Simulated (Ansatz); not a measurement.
Consider the alkene loss: `CC(C)[O][Mg][F]` → `[OH][Mg][F]` + propene.

Isolated molecules relaxed with PBE0-D4/def2-TZVP in Ansatz; ΔE leaves out vibrations. CCSD(T)/CBS is the MP2 limit (def2-TZVPP, def2-QZVPP) plus CCSD(T) − MP2 in def2-TZVPP, frozen cores. Functionals use def2-TZVPP. HSE06 is defined as in plane-wave codes. For Mg outer-core shells are correlated without core-valence functions, which leaves a few kJ/mol of doubt a bond. One conformer a species, not always the lowest.

Is it downhill or uphill in electronic energy at CCSD(T)/CBS, and by how much? (An estimate is asked.)

The calculation gave: Uphill: ΔE = +68.2 kJ/mol.

What do these levels give: B97M-V, r2SCANh-D4, ωB97M-V, HSE06, RPA@PBE/def2-TZVPP, MP2/def2-SVP? (An estimate is asked.)

The calculation gave: B97M-V 72.3, r2SCANh-D4 77.9, ωB97M-V 70.7, HSE06 73.8, RPA@PBE/def2-TZVPP 69.8, MP2/def2-SVP 92.6 kJ/mol.

Largest T1 diagnostic among the species: 0.011.

From BLYP to BHLYP (50 % exact exchange), in def2-TZVPP and without D4, ΔE moves by +27.3 kJ/mol. At CCSD(T), def2-SVP lies +21.1 kJ/mol from the extrapolated value and def2-TZVPP −0.2 kJ/mol. The D4 term adds +13.6 kJ/mol with B3LYP and +7.6 kJ/mol with PBE0; it sums over pairs of atoms, weighted by their polarisabilities, and B3LYP, whose exchange is more repulsive, gets the larger term.

B3LYP here is the variant with VWN-RPA as its local correlation; programs differ in this.
